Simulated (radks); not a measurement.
Values are calculated unless marked as measured or tabulated.
Question: Br V, 31 electrons, occupied as [Ar] 3d10 4s2 4p1 (the NIST ground configuration). Level of theory: scalar-relativistic Kohn-Sham, PBE, spin-polarised, spherical densities, point nucleus; open shells are filled with parallel spins first (a radial shooting solver on a logarithmic mesh with Libxc functionals). Some entries of the table are withheld. Estimate them.

orbital  occ.  eigenvalue (eV)  <1/r> (bohr^-1)
1s up       1        -13373.76            35.66
1s down     1        -13373.66            35.66
2s up       1        -1787.790            7.898
2s down     1        -1787.743            7.898
2p up       3        -1583.382            7.730
2p down     3        -1583.296            7.730
3s up       1        -292.1388            2.596
3s down     1        -292.0099            2.596
3p up       3        -227.5362            2.444
3p down     3        -227.3872            2.444
3d up       5        -120.6304              (1)
3d down     5        -120.4328              (2)
4s up       1              (3)           0.8839
4s down     1              (4)           0.8871
4p up       1         -52.9735           0.7786
4p down     0         -51.4712           0.7782

Answer: 
(1) 3d up <1/r> (bohr^-1): 2.162
(2) 3d down <1/r> (bohr^-1): 2.165
(3) 4s up eigenvalue (eV): -67.9943
(4) 4s down eigenvalue (eV): -66.5171
